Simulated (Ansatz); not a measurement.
Harmonic frequencies (cm⁻¹) at PBE0-D4/def2-TZVP from Ansatz: 186, 186, 200, 268, 311, 361, 361, 597, 619, 647, 647, 712.

Q: Which molecule is it?
A. `FI(F)(F)(F)F`
B. `[CH2][O]` (triplet)
C. `C/C=C/Cl`
D. `O=P([O-])(O)O`

A: A.
